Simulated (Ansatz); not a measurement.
System: GeBr, charge 1, multiplicity 1. 
Geometry from a B3LYP-D3(BJ)/def2-TZVP (Ansatz, a quantum-chemistry and plane-wave program) optimisation:
```
Ge
Br 1 2.2232
```
Charge +1, spin multiplicity 1.

Total electronic energies in hartree. Valence correlation only, unless marked. Spin-orbit coupling is left out. The frozen core is the preceding noble-gas configuration, with the filled d and f shells of earlier blocks. Non-relativistic. CBS(X,Y): correlation extrapolated as X^-3; Hartree-Fock from the larger set (for Q and 5 zeta extrapolated as (X+1)exp(-9√X)). The bracket is a focal-point correction in the basis named.

```tsv
level	program	energy (Eh)
HF/aug-cc-pVDZ	Ansatz	-4647.48777
HF/def2-TZVPPD	Ansatz	-4647.54911
PBE/def2-TZVPD	Ansatz	-4650.20227
PBE-D4/def2-TZVPD	Ansatz + dftd4	-4650.20378
B3LYP/def2-TZVPD	Ansatz	-4650.97244
BHLYP/def2-TZVPD	Ansatz	-4650.87120
r2SCAN0-D4/def2-TZVPD	Ansatz + dftd4	-4650.84316
HSE06-D3(BJ)/def2-TZVPD	Ansatz + dftd3	-4650.34251
B2PLYP-D3(BJ)/def2-TZVPD	Ansatz + dftd3	-4650.07388
RI-MP2/cc-pVTZ	Ansatz	-4647.85724
RI-MP2/cc-pVQZ	Ansatz	-4647.88494
RI-MP2/def2-TZVPP	Ansatz	-4647.77230
RI-MP2/def2-QZVPP	Ansatz	-4647.88479
SCS-MP2/def2-TZVPP	Ansatz	-4647.77238
SCS-MP2/aug-cc-pVQZ	Ansatz	-4647.88982
CCSD/def2-SVPD	Ansatz	-4647.17113
CCSD/def2-QZVPPD	Ansatz	-4647.90577
CCSD/CBS(cc-pVTZ,cc-pVQZ)	Ansatz	-4647.9201
CCSD(T)/cc-pVDZ	Ansatz	-4647.68185
CCSDT/cc-pVDZ	Ansatz	-4647.68273
RI-MP2/CBS(aug-cc-pVTZ,aug-cc-pVQZ)+[CCSD(T)-MP2]/aug-cc-pVTZ	Ansatz	-4647.9370
RI-MP2/CBS(def2-TZVPPD,def2-QZVPPD)+[CCSD(T)-MP2]/def2-QZVPPD	Ansatz	-4647.9349
CCSD(T)/CBS(cc-pVQZ,cc-pV5Z)	Ansatz	-4647.9360
```

Totals of different functionals don't rank their quality; only differences between species are comparable.
